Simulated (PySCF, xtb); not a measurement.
Si(H)(F)(Br)(vinyl) (C2H4BrFSi), SMILES Br[SiH](F)C=C.

xtb with GFN2-xTB at its own geometry gives an orbital gap of 4.33 eV and a dipole moment of 5.23 D.

Geometry optimised at PBE-D3(BJ)/def2-SVP. This is a generated structure with no PubChem entry under its InChIKey; it may be hypothetical. The values are those of a single conformer.

**Question.** What does PBE/def2-TZVP in PySCF give? (An estimate is asked for; the answer gives what the named calculation found.)

**Answer.** gap 4.99 eV (levels -7.16 and -2.17 eV), dipole 2.08 D.
